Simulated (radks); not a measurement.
Values are calculated unless marked as measured or tabulated.
Problem. In, 49 electrons, occupied as [Kr] 4d9.5 5s1.5 5p2 (fractional occupations, a model configuration). Level of theory: Dirac Kohn-Sham, PBE, spin-unpolarised, spherical densities, finite nucleus; open shells fill j = l - 1/2 first; Fermi nuclear charge, rms radius 4.6156 fm (a radial shooting solver on a logarithmic mesh with Libxc functionals).

Spin-orbit splittings of the eigenvalues, e(l+1/2) - e(l-1/2), with zeta = 2 splitting/(2l+1) and mean radii in bohr:

shell  occ.  splitting (eV)  zeta (eV)  <r> j=l-1/2  <r> j=l+1/2
2p        6               ?          ?       0.1085       0.1137
3p        6           38.09      25.40       0.3394       0.3505
3d       10           7.805      3.122       0.3222       0.3258
4p        6           6.695      4.463       0.8983       0.9281
4d      9.5          0.8872     0.3549        1.151        1.167
5p        2          0.3696     0.2464        3.336        3.496

Estimate the 2p splitting.

Solution. 210.9 eV (zeta = 140.6 eV).
